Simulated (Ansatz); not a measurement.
Coupled-cluster diagnostics for the cluster Nb₂O₂ (the lowest singlet isomer of a short search), Ansatz.

Geometry of the singlet (PBE0-D4/def2-TZVP):

Cartesian coordinates in Å:
```
Nb 1.266 0.520 -0.519
Nb -0.387 -1.250 -0.655
O 0.607 1.486 0.674
O -1.486 -0.755 0.500
```

In the def2 sets Nb takes a core potential; there is no spin–orbit coupling. Correlated methods freeze 2 core orbitals; core or outer-core shells of Nb are correlated, in sets that lack core-valence functions. The geometry of the singlet was relaxed on an unsound state (restricted singlet, unstable towards broken spin symmetry). The structure comes from a short search, and lower isomers may exist.

(1) Estimate the CCSD(T) correlation energy, the shares of MP2 and (T), T1 and the reference's ⟨S²⟩ for: charge 0, singlet, own geometry in def2-TZVPP; and the rough time on 4 threads of Arm Neoverse V2 on a shared host.

Answers

(1) 
```csv
state,basis,correlation (eV),MP2 share (%),(T) share (%),T1,⟨S²⟩ (pure),wall time,remarks
"charge 0, singlet, own geometry",def2-TZVPP,-40.104,96.6,7.6,0.086,0.00 (0.00),95 s,"large T1 (0.086), restricted SCF unstable"
```
Customary marks for T1 are 0.02 (closed shells), 0.045 (open shells) and about 0.05 (3d metals). T1 exceeds 0.02 in 1 of 1 rows and 0.045 in 1; the higher it lies, the less the single-reference result can be trusted.
